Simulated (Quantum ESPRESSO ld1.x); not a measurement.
Task: Cr+, configuration [Ar] 3d3.5 4s1.5 (fractional occupations, a model configuration). Method: scalar-relativistic Kohn-Sham, LDA (Slater exchange, VWN5 correlation), spin-polarised, spherical densities, point nucleus; open shells are filled with parallel spins first; computed with ld1.x of Quantum ESPRESSO 7.5. Some entries of the table are withheld. Estimate them.

orbital,occ.,eigenvalue (eV),<r> (bohr),<1/r> (bohr^-1)
1s up,1,-5881.11,0.06367,23.84
1s down,1,-5881.08,0.06367,23.84
2s up,1,-681.411,0.2941,5.034
2s down,1,-679.872,0.2937,5.042
2p up,3,-575.996,0.2605,4.943
2p down,3,-574.797,0.2600,4.950
3s up,1,-89.6617,0.8950,1.581
3s down,1,-86.0651,0.8975,1.576
3p up,3,-61.1940,0.9500,1.450
3p down,3,-57.6727,0.9548,1.442
3d up,3.5,-17.6456,1.201,1.106
3d down,0,-14.4041,1.256,1.076
4s up,1,-12.9788,(1),0.4733
4s down,0.5,-11.6093,(2),0.4483

Result: 
(1) 4s up <r> (bohr): 2.769
(2) 4s down <r> (bohr): 2.904
